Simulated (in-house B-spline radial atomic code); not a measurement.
Checks on a self-consistent run for the iridium ion Ir⁶⁺, [Xe] 4f14 5d3. Computed with an all-electron radial atomic-structure program (B-spline basis): Dirac-Hartree-Fock, average of configuration, Fermi nucleus of rms radius 5.4032 fm.

```csv
orbital,q,ε (Eh),<1/r>,<r²>,small-component weight
1s1/2,2,-2818.41395,92.1331,0.000419551,0.085008
2s1/2,2,-500.77120,22.5693,0.00635439,0.019417
2p1/2,2,-478.81725,22.4859,0.00452842,0.019449
2p3/2,4,-418.89374,18.5772,0.00571687,0.017408
3s1/2,2,-121.85790,8.30029,0.0412285,0.0064698
3p1/2,2,-112.07500,8.20007,0.0377982,0.0063978
3p3/2,4,-98.76419,7.19002,0.0442135,0.005819
3d3/2,4,-82.64706,7.06632,0.0341783,0.0056741
3d5/2,6,-79.79874,6.8322,0.0359351,0.0055135
4s1/2,2,-29.66749,3.47935,0.202259,0.0021354
4p1/2,2,-25.50184,3.3671,0.207781,0.0020423
4p3/2,4,-22.31784,3.03402,0.239623,0.0018398
4d3/2,4,-15.47955,2.82004,0.257288,0.0016354
4d5/2,6,-14.87983,2.73855,0.269198,0.0015769
5s1/2,2,-7.17538,1.38556,1.06038,0.00050801
5p1/2,2,-5.71628,1.27911,1.22222,0.0004453
5p3/2,4,-5.15942,1.16832,1.41047,0.00039088
4f5/2,6,-6.12184,2.34908,0.331844,0.0012055
4f7/2,8,-6.00083,2.31677,0.340921,0.001181
5d3/2,1.2,-3.25796,0.941951,2.11128,0.00026596
5d5/2,1.8,-3.19442,0.91789,2.20445,0.00025476
```

Electron-electron repulsion V_ee = 6403.1002 hartree.

Question: What total energy follows from the eigenvalues?

Answer: The eigenvalues count the repulsion twice, so E = Σqε - V_ee = -11435.508 - 6403.100 = -17838.609 hartree; the run printed -17838.609.

Question: Does the Dirac virial theorem hold?

Answer: For a point nucleus E = -2c²Σq·w, with w the small-component weight. Here Σq·w = 0.47481 and c = 137.0360, so the ratio E/(-2c²Σq·w) is 1.000319; the finite nucleus accounts for the departure from 1.

Question: What diamagnetic shielding (Lamb formula) and susceptibility (Langevin formula) do the radii give?

Answer: σ = (α²/3)Σq<1/r> = 578.659/(3·137.036²) = 10271 ppm, and χ = -0.79199×10⁻⁶·Σq<r²> = -21.05×10⁻⁶ cm³/mol with Σq<r²> = 26.583 bohr². Both are non-relativistic formulas without the paramagnetism of open shells; for so heavy an element the full relativistic shielding is larger by tens of per cent.
